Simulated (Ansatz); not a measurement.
A nudged elastic band was laid between two geometries of C2H7BN2 (12 atoms, charge 0, multiplicity 1).

The calculation used Ansatz, RKS LDA/STO-3G.

| Property | Result |
| --- | --- |
| movable images | 5 |
| climbing image | yes |
| spring | 5.0 eV/Å² |
| optimiser | quadratic models (default) |
| start path | IDPP |
| force threshold | 0.5 eV/Å |
| iteration limit | 60 |
| end points | relaxed |

Initial state:

```xyz
12
Properties=species:S:1:pos:R:3
N -1.486 -0.653 1.239
C -0.274 0.206 0.988
C 0.552 -0.246 -0.237
B 0.297 0.291 -1.696
N 1.345 0.761 -0.991
H -1.972 -0.679 0.290
H -1.089 -1.642 1.295
H 0.345 0.182 1.909
H -0.619 1.247 0.834
H 1.056 -1.220 -0.072
H -0.276 0.357 -2.710
H 2.198 1.342 -0.816
```

Final state:

```xyz
12
Properties=species:S:1:pos:R:3
N -1.494 0.109 0.810
C -0.039 0.132 1.196
C 0.898 -0.202 0.014
B 0.259 -0.719 -1.336
N 0.685 0.560 -1.238
H -1.532 0.766 -0.031
H -1.602 -0.840 0.330
H 0.121 -0.621 1.993
H 0.188 1.130 1.624
H 1.951 -0.395 0.293
H -0.223 -1.508 -2.046
H 0.863 1.534 -1.576
```

(1) Which bonds break or form, and what moves?

(2) Give the energies along the band, and the barrier.

(3) What is the geometry of the highest image?

Answers

(1) No bond is made or broken. The dihedral H9–C2–C3–N5 goes from 31 to -71°.

(2) It converged. The highest image is number 3 of 0 to 6, 0.9 kcal/mol above the first end and 2.4 kcal/mol above the last; the last end lies 1.5 kcal/mol below the first. The threshold of 0.5 eV/Å is loose, so the images may lie well off the minimum-energy path. The order of the stationary point at the top wasn't checked. Limits of this set-up: minimal basis.

```csv
image,path coordinate (Å),energy (kcal/mol),dihedral H9–C2–C3–N5 (°)
0,0.00,0.0,31
1,0.68,0.3,14
2,1.36,0.8,-4
3,2.04,0.9,-21
4,2.72,0.3,-39
5,3.40,-0.9,-55
6,4.08,-1.5,-71
```

(3) 
```xyz
12
Properties=species:S:1:pos:R:3
N -1.569 -0.296 1.052
C -0.127 0.176 1.117
C 0.769 -0.232 -0.072
B 0.236 -0.265 -1.561
N 1.050 0.735 -1.167
H -1.896 0.041 0.092
H -1.481 -1.343 0.867
H 0.316 -0.214 2.055
H -0.145 1.281 1.191
H 1.633 -0.863 0.217
H -0.342 -0.674 -2.489
H 1.633 1.598 -1.269
```

Run time: 24 s on 1 thread of Arm Neoverse V1 (shared host), peak memory 0.089 GiB.
